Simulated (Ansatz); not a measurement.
Basis sets compared for the cluster SnO2⁻. Charge -1, multiplicity 2. Geometry r2SCAN-D4/def2-TZVPD. Ansatz on 4 threads of Intel Xeon Platinum 8375C on a shared host; times are rough, and most runs start from earlier orbitals.

```xyz
3

Sn   -0.0916    0.2018    0.5264
O    -1.2342    0.8472   -0.8496
O     1.3258   -1.0491    0.3232
```

In the def2 sets Sn takes a core potential; there is no spin–orbit coupling. The structure comes from a short search, and lower isomers may exist.

| level | functions | energy (Eh) | HOMO (eV) | LUMO (eV) | wall time |
| --- | --- | --- | --- | --- | --- |
| PBE-D4/def2-SVPD | 78 | -364.5075 | -0.17 | 0.74 | 0.55 s |
| PBE0-D4/def2-SVPD | 78 | -364.4816 | -1.40 | 1.62 | 0.85 s |

Task: Estimate the rows for PBE-D4/def2-TZVPD, PBE0-D4/def2-TZVPD (with forces).

Result: 
```tsv
level	functions	energy (Eh)	HOMO (eV)	LUMO (eV)	wall time
PBE-D4/def2-TZVPD	136	-364.6953	-0.14	0.76	0.9 s
PBE0-D4/def2-TZVPD (with forces)	136	-364.6697	-1.34	1.65	1.6 s
```
